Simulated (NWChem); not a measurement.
Species: WNH2SOF; SMILES [NH]=[W]([OH])([F])=[S]

```xyz
7

W     -0.0039    -0.1565    -0.0088
N      0.2056    -0.6103    -1.6692
H      0.2950    -0.4637    -2.6708
S     -0.0594     1.9771     0.0995
F     -1.6267    -0.8709     0.5858
O      1.4926    -0.7695     0.9435
H      2.2045    -1.3189     0.5969
```
Atoms are numbered in this order, from 1.

Program: NWChem. Medium grid unless said otherwise, to which SCAN and Minnesota functionals are sensitive. The geometry was optimised at PBE0/def2-SVP. No frequency run checked for a minimum. def2 effective core potentials on W; no spin-orbit coupling. Hybrids' shares of exact exchange are those that their runs print; pure functionals count as 0. The functionals differ in more than this share.

| row | share of exact exchange | highest occupied level (eV) |
|---|---|---|
| PBE/def2-SVP | 0.00 | -6.23 |
| revPBE/def2-SVP | 0.00 | -6.19 |
| B3LYP/def2-SVP | 0.20 | -7.17 |
| B3PW91/def2-SVP | 0.20 | -7.28 |
| PW6B95/def2-SVP | 0.28 | -7.53 |
| MPW1K/def2-SVP | 0.43 | -8.40 |
| BHandHLYP/def2-SVP | 0.50 | -8.49 |
| M05-2X/def2-SVP | 0.56 | withheld |

Q: Fit a straight line of the last column on the one before it, predict the withheld value, and compare with the run.

A: 
1. Means of the 7 shown rows: x = 0.230, y = -7.327. Slope Σ(x − x̄)(y − ȳ)/Σ(x − x̄)² = -1.059/0.2230 = -4.748; intercept -6.235.
2. The shown rows scatter about the line by 0.077 (root mean square); the largest residual is -0.12, at MPW1K/def2-SVP.
3. At x = 0.56 (M05-2X/def2-SVP; beyond the shown range) the line gives -8.89.
4. The run gives -8.67, +0.22 from the line, 2.8 times the scatter.
